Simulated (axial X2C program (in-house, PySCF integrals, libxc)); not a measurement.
# Spin–orbit effects down a group: molecules with As, HF

Computed with an in-house relativistic program for diatomic molecules, spin-free (one-electron X2C) or two-component (2c: spin–orbit coupling with atomic mean-field Coulomb and Gaunt terms, which also bring small scalar terms), in Dyall basis sets with cores contracted in-house; open shells are unrestricted.

Basis sets: As dyall-cv3z, C dyall-v3z, Ge dyall-cv3z, Sn dyall-cv3z.

```tsv
molecule	spin-free state	Re (Å)	ωe (cm⁻¹)	De (eV)	2c state	Re 2c (Å)	ωe 2c (cm⁻¹)	De 2c (eV)
AsC	M_S = 1/2, Λ = 0	1.747	809.6	1.98	Ω = 1/2	1.748	808.9	1.98
GeAs	M_S = 1/2, Λ = 1	2.335	249.3	0.87	Ω = 3/2	2.335	248.0	n/a
SnAs	M_S = 1/2, Λ = 1	2.568	203.5	0.67	Ω = 3/2	2.575	201.5	n/a
```

Question: Work out the shifts from the spin-free to the two-component result.

Answer: 

| molecule | 2c state | ΔRe (Å) | Δωe (cm⁻¹) | ΔDe (eV) |
| --- | --- | --- | --- | --- |
| AsC | Ω = 1/2 | 0.001 | -0.7 | 0.00 |
| GeAs | Ω = 3/2 | 0.000 | -1.3 | n/a |
| SnAs | Ω = 3/2 | 0.007 | -2.0 | n/a |

Shifts of one unit in the last digit are rounding.

Each entry is the lowest single determinant of a limited PBE0 search at one distance. De goes to single-determinant-based atoms at the same level (for ions the charge split of lowest energy) and is withheld (n/a) where an atom does not fit its ground term or J level. Main or longest-lived isotopes. One determinant is a doubtful description, or other states lie close, for AsC, GeAs, SnAs; these need not be ground states, and all values refer to the states named. Some light 2c atoms are not at their ground J level, so De misses part of their lowering (0.04 eV or less).
